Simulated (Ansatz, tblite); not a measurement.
Cost and result up the ladder for (KBr)2 ring (K2Br2) (4 atoms). Total charge 0; singlet. Geometry: B3LYP-D4/def2-SVP.

Cartesian coordinates in Å:
```
K 0.197 1.261 1.580
Br 1.075 1.506 -1.335
K -0.197 -1.261 -1.580
Br -1.075 -1.506 1.335
```

Ansatz on 4 threads of Arm Neoverse V1 on a shared host; xTB runs through tblite on one thread. Times are rough, summed over both states, and most runs start from the orbitals of an earlier one. PBE0-D4/def2-TZVP serves as the yardstick here, not as an exact answer. The other state is a triplet.

The xTB rows come from tblite. HOMO above LUMO, or a gap near zero within one spin, warns that the state may not be the lowest or that an electron is smeared out.

xTB has no spin-polarisation term.

```json
{"level": "PBE0-D4/def2-TZVP", "functions": "162", "vertical triplet (eV)": "4.93", "difference from PBE0-D4/def2-TZVP (eV)": "0.00", "remarks": "–"}
{"level": "GFN2-xTB", "functions": "26", "vertical triplet (eV)": "3.52", "difference from PBE0-D4/def2-TZVP (eV)": "-1.41", "remarks": "–"}
{"level": "PBE-D4/def2-TZVP (with forces)", "functions": "162", "vertical triplet (eV)": "4.38", "difference from PBE0-D4/def2-TZVP (eV)": "-0.56", "remarks": "gap within one spin near zero (triplet)"}
{"level": "GFN1-xTB", "functions": "26", "vertical triplet (eV)": "4.31", "difference from PBE0-D4/def2-TZVP (eV)": "-0.63", "remarks": "–"}
```

Task: Estimate how long each takes.

Result: GFN1-xTB 0.006 s; GFN2-xTB 0.008 s; PBE-D4/def2-TZVP (with forces) 14 s; PBE0-D4/def2-TZVP 20 s. On shared hardware such times vary by a factor of up to 3.
